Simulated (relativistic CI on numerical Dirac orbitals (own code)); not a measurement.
Er XXII: q coefficients and field-shift factors

Method of calculation: Dirac-Coulomb-Breit CI, KLI orbitals optimised for each configuration, derivatives by finite differences, unscaled Slater integrals, QED left out (own radial code, finite nucleus).

CI space (outside the closed core [Ar] 3d10 4s2): 4p⁶4d¹⁰4f, 4p⁶4d¹⁰5s, 4p⁶4d⁹4f², 4p⁶4d¹⁰5p, 4p⁶4d¹⁰5d, 4p⁵4d¹⁰4f², 4p⁶4d⁹5s², 4p⁶4d⁹4f5s. Levels of other configurations are missing.

With x = (α/α₀)² − 1 an excitation energy changes as ω = ω₀ + qx; K = 2q/ω₀ is the relative enhancement. Terms are leading LS components, so labels can repeat. The field-shift factor is F = δν/δ⟨r²⟩ for the transition from the lowest level.

Lowest level 4p⁶4d¹⁰4f ²F°5/2.

| Level | ω₀ (cm⁻¹) | q (cm⁻¹) | K | F (GHz/fm²) |
| --- | --- | --- | --- | --- |
| 4p⁶4d¹⁰4f ²F°7/2 | 15010 | 13960 | 1.86 | 0.495 |
| 4p⁶4d¹⁰5s ²S1/2 | 525568 | -255800 | -0.973 | 310 |
| 4p⁶4d¹⁰5p ²P°1/2 | 799764 | -224600 | -0.562 | 29 |
| 4p⁶4d¹⁰5p ²P°3/2 | 925542 | -77530 | -0.168 | 15.8 |
| 4p⁶4d⁹4f² ⁴F3/2 | 1284644 | 2329 | 0.00363 | 12.8 |
| 4p⁶4d⁹4f² ⁴F5/2 | 1288352 | 2651 | 0.00412 | 12.9 |
| 4p⁶4d⁹4f² ⁴F7/2 | 1296833 | 9216 | 0.0142 | 13.1 |
| 4p⁶4d⁹4f² ⁴F9/2 | 1308839 | 17560 | 0.0268 | 13.4 |
| 4p⁶4d⁹4f² ²F7/2 | 1314908 | 1093 | 0.00166 | 13 |
| 4p⁶4d⁹4f² ⁴D5/2 | 1323412 | 5343 | 0.00807 | 13.2 |
| 4p⁶4d⁹4f² ²F5/2 | 1324342 | 9849 | 0.0149 | 13.3 |
| 4p⁶4d⁹4f² ⁴K13/2 | 1324581 | -1996 | -0.00301 | 13 |
| 4p⁶4d⁹4f² ⁴H9/2 | 1326674 | 3762 | 0.00567 | 13.1 |

At this charge transitions that keep the count of f electrons are usually good to a few per cent. Terms inside the open d or f shell come out 10 to 20 % too wide with unscaled integrals. Levels that differ in their count of f electrons can be misplaced by several ten thousand cm⁻¹, since the correlation energy of f electrons is missing or only estimated; rates across such gaps can be off by orders of magnitude.
